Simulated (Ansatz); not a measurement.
`C[Si]1(O)C=C1` + H₂ → `O[SiH]1C=C1` + CH₄ at 700 K and 1 bar (hydrogenolysis of the Si–C bond).

Computed with Ansatz on PBE0-D4/def2-TZVP structures; ΔE is electronic, products minus reactants. CCSD(T)/CBS is the MP2 limit (def2-TZVPP, def2-QZVPP) plus CCSD(T) − MP2 in def2-TZVPP, frozen cores. This one scheme is used for every species. One conformer a species, not always the lowest.

```csv
species,CCSD(T)/CBS energy (Eh),H − E (kJ/mol),S (J/(mol·K))
`C[Si]1(O)C=C1`,-482.02182,294.7,449.2
H₂,-1.17544,46.8,155.3
`O[SiH]1C=C1`,-442.74227,199.8,380.2
CH₄,-40.46206,145.9,224.0
```

H − E and S are ideal-gas, rigid-rotor, harmonic terms from PBE0-D4/def2-TZVP, for one conformer and one mirror image of each species. For small species the MP2-based limit differs from directly extrapolated CCSD(T) by up to some mEh (0.8 for H₂); such offsets cancel only in part. 1 Eh = 2625.50 kJ/mol, R = 8.31446 J/(mol·K).

Q: By hand: ΔE, ΔH, ΔS and ΔG.

A: ΔE = (-442.74227) + (-40.46206) − (-482.02182) − (-1.17544) = -0.00707 Eh = -18.6 kJ/mol. Δ(H − E) = 199.8 + 145.9 − 294.7 − 46.8 = 4.2, so ΔH = -14.4 kJ/mol. ΔS = 380.2 + 224.0 − 449.2 − 155.3 = -0.3 J/(mol·K). ΔG = -14.4 − 700 × (-0.3)/1000 = -14.2 kJ/mol.

Q: By hand: the equilibrium constant, and the temperature at which ΔG would vanish if ΔH and ΔS stayed fixed.

A: log₁₀ K = −ΔG/(RT ln 10) = 1.1. ΔG = 0 at ΔH/ΔS = 48000 K, far beyond where these terms or the molecules hold.

The number of gas molecules stays the same, so ΔS is small and ΔH decides. A doubt of 5 kJ/mol in ΔE shifts log₁₀ K by 0.4 here. Other conformers and mirror images would add mixing entropy, several J/(mol·K) or more a flexible species. These are equilibria of isolated gas molecules and say nothing of rates. Largest T1 diagnostic: 0.012 (customary marks: 0.02 for closed shells, 0.045 for open ones).
